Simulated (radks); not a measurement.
Ionisation ladder of oxygen, from O I to O VIII. Each ion is in the ground configuration listed by NIST, and IE = E(next ion) - E(this ion), with E = 0 for the bare nucleus. Calculated with a radial shooting solver on a logarithmic mesh with Libxc functionals: non-relativistic Kohn-Sham, PBE, spin-polarised, spherical densities, point nucleus; open shells are filled with parallel spins first.

[
 {"species": "O I", "configuration": "[He] 2s2 2p4", "E (hartree)": "-75.00096", "IE, Delta-SCF (eV)": "13.679", "-e(HOMO) (eV)": "7.193", "HOMO": "2p down", "<r> HOMO (bohr)": "1.33", "IE, NIST (eV)": "13.618", "kind": "exp.", "error (eV)": "+0.061"},
 {"species": "O II", "configuration": "[He] 2s2 2p3", "E (hartree)": "-74.49827", "IE, Delta-SCF (eV)": "35.503", "-e(HOMO) (eV)": "26.369", "HOMO": "2p up", "<r> HOMO (bohr)": "1.09", "IE, NIST (eV)": "35.121", "kind": "exp.", "error (eV)": "+0.382"},
 {"species": "O III", "configuration": "[He] 2s2 2p2", "E (hartree)": "-73.19357", "IE, Delta-SCF (eV)": "55.497", "-e(HOMO) (eV)": "45.089", "HOMO": "2p up", "<r> HOMO (bohr)": "0.988", "IE, NIST (eV)": "54.936", "kind": "semi-emp.", "error (eV)": "+0.561"},
 {"species": "O IV", "configuration": "[He] 2s2 2p1", "E (hartree)": "-71.15409", "IE, Delta-SCF (eV)": "77.644", "-e(HOMO) (eV)": "66.268", "HOMO": "2p up", "<r> HOMO (bohr)": "0.913", "IE, NIST (eV)": "77.414", "kind": "exp.", "error (eV)": "+0.231"},
 {"species": "O V", "configuration": "[He] 2s2", "E (hartree)": "-68.30072", "IE, Delta-SCF (eV)": "112.60", "-e(HOMO) (eV)": "102.64", "HOMO": "2s", "<r> HOMO (bohr)": "0.932", "IE, NIST (eV)": "113.90", "kind": "exp.", "error (eV)": "-1.3"},
 {"species": "O VI", "configuration": "[He] 2s1", "E (hartree)": "-64.16265", "IE, Delta-SCF (eV)": "138.62", "-e(HOMO) (eV)": "128.21", "HOMO": "2s up", "<r> HOMO (bohr)": "0.891", "IE, NIST (eV)": "138.12", "kind": "semi-emp.", "error (eV)": "+0.5"},
 {"species": "O VII", "configuration": "[He]", "E (hartree)": "-59.06832", "IE, Delta-SCF (eV)": "737.80", "-e(HOMO) (eV)": "691.74", "HOMO": "1s", "<r> HOMO (bohr)": "0.198", "IE, NIST (eV)": "739.33", "kind": "theory", "error (eV)": "-1.5"},
 {"species": "O VIII", "configuration": "1s1", "E (hartree)": "-31.95449", "IE, Delta-SCF (eV)": "869.53", "-e(HOMO) (eV)": "820.01", "HOMO": "1s up", "<r> HOMO (bohr)": "0.188", "IE, NIST (eV)": "871.41", "kind": "theory", "error (eV)": "-1.9"}
]

Reference values: NIST Atomic Spectra Database (exp. = measured, semi-emp. = semi-empirical, theory = theoretical value adopted there). The ionisation energy per charge of the ion left behind rises most, in proportion, at O VII ([He]), from 23.104 to 105.40 eV. Against the entries that are not theoretical the mean signed error is +0.3 % and the largest -1.1 %. Open shells are spherical and high-spin; term and fine-structure splittings are not resolved.
